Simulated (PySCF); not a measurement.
C₃H₃F₃, SMILES F[C@H]1CC1(F)F.

The structure is a stationary point at r2SCAN-D4/def2-SVP. The structure was generated by enumeration; whether it is a known compound was not checked.

The numbers are results of M06-2X/def2-TZVP (PySCF), not measurements.

The molecule is in vacuum.

```json
{
 "total_energy": "-415.62465 hartree",
 "highest_occupied_level": "-9.95 eV",
 "lowest_empty_level": "1.73 eV",
 "orbital_gap": "11.68 eV",
 "dipole_moment": "2.33 D",
 "quadrupole, principal values (traceless, Buckingham form, about the centre of nuclear charge)": "-6.34, 2.10, 4.24 D·Å",
 "mean_static_polarisability": "35.0 bohr³ (5.18 Å³)",
 "polarisability_principal_values": "34.0, 35.1, 35.9 bohr³"
}
```
